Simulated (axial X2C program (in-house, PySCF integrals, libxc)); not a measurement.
**Spin–orbit effects down a group: molecules with Sr, PBE0**

Computed with an axial X2C code built on PySCF integrals, spin-free (one-electron X2C) or two-component (2c: spin–orbit coupling with atomic mean-field Coulomb and Gaunt terms, which also bring small scalar terms), in Dyall basis sets with cores contracted in-house; open shells are unrestricted.

Basis sets: H dyall-v3z, K dyall-cv3z, Li dyall-cv3z, Rb dyall-cv3z, Sr dyall-cv3z, Sr dyall-v3z.

| molecule | spin-free state | Re (Å) | ωe (cm⁻¹) | De (eV) | 2c state | Re 2c (Å) | ωe 2c (cm⁻¹) | De 2c (eV) |
| --- | --- | --- | --- | --- | --- | --- | --- | --- |
| SrH | M_S = 1/2, Λ = 0 | 2.131 | 1212.8 | 1.83 | Ω = 1/2 | 2.131 | 1213.0 | 1.83 |
| LiSr | M_S = 1/2, Λ = 0 | 3.602 | 178.8 | 0.35 | Ω = 1/2 | 3.602 | 178.8 | 0.35 |
| KSr | M_S = 1/2, Λ = 0 | 4.449 | 60.1 | 0.21 | Ω = 1/2 | 4.448 | 60.1 | 0.21 |
| RbSr | M_S = 1/2, Λ = 0 | 4.632 | 44.9 | 0.19 | Ω = 1/2 | 4.631 | 44.9 | 0.19 |

Each entry is the lowest single determinant of a limited PBE0 search at one distance. De goes to single-determinant-based atoms at the same level (for ions the charge split of lowest energy) and is withheld (n/a) where an atom does not fit its ground term or J level. Main or longest-lived isotopes.
